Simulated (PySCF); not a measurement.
**Interval between two levels of Mg by level of theory**

Mg [Ne] 3s2 → Mg [Ne] 3p2 [3P2, M_J = 2], as a difference of total energies. All numbers are calculated (PySCF 2.14, the two-component X2C-1e Hamiltonian, in x2c-SVPall-2c with one added diffuse shell each of s, p type (5s5p1d, 25 functions)). Correlated levels: [Ne] frozen. "Screened" scales the spin-orbit matrix elements by Boettger's factors to mimic the two-electron term; Breit and QED terms are absent.

```json
{"method": "GHF (spin-free)", "interval between two levels (cm⁻¹)": "49744", "error (cm⁻¹)": "-8130"}
{"method": "GMP2 (spin-free)", "interval between two levels (cm⁻¹)": "53340", "error (cm⁻¹)": "-4534"}
{"method": "GHF (screened spin-orbit)", "interval between two levels (cm⁻¹)": "49765", "error (cm⁻¹)": "-8109"}
{"method": "GMP2 (screened spin-orbit)", "interval between two levels (cm⁻¹)": "53361", "error (cm⁻¹)": "-4513"}
```

Reference: 57874 cm⁻¹ (measured; NIST Handbook of Basic Atomic Spectroscopic Data (Sansonetti and Martin, J. Phys. Chem. Ref. Data 34, 1559 (2005))).

Errors of the correlated levels include the incompleteness of this basis and the frozen core.

The labels give the starting determinants; with spin-orbit coupling the two ends relaxed to ⟨J²⟩ = 0.00, ⟨L²⟩ = 0.00, ⟨S²⟩ = 0.00 and ⟨J²⟩ = 6.00, ⟨L²⟩ = 2.00, ⟨S²⟩ = 2.00.
